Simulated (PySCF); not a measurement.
## Polarisability and C₆ of Li- (lithium, charge -1)

[He] 2s2, closed-shell 1S. Computed with PySCF 2.14 in aug-cc-pVQZ with one added diffuse shell each of s, p, d, f, g type (7s6p5d4f3g, 105 functions), with no relativity, point nucleus. Coupled (time-dependent) response in atomic units; α is the mean over directions.

| method | mean α (bohr³) | C₆ (like pair) | S(−4) |
| --- | --- | --- | --- |
| UHF | 1191 | 34250 | 1526000 |

S(−4) is the Cauchy moment in α(ω) = α(0) + S(−4) ω² + …

α(iu) at UHF:

```csv
u (hartree),α(iu) (bohr³)
0,1191
0.0500,374.9
0.100,141.8
0.200,42.69
0.300,20.07
0.500,7.621
0.750,3.547
1.00,2.082
1.50,1.002
2.00,0.6047
3.00,0.2979
5.00,0.1189
```

A single London oscillator, α(iu) = α/(1 + u²/ω²), gives C₆ = (3/4) ω α². Matching the computed C₆ needs ω = 4 × 34250 / (3 × 1191²) = 0.0322 hartree.

For an ion, C₆ is the dispersion term alone; charge-induced terms of lower order in 1/R come first.
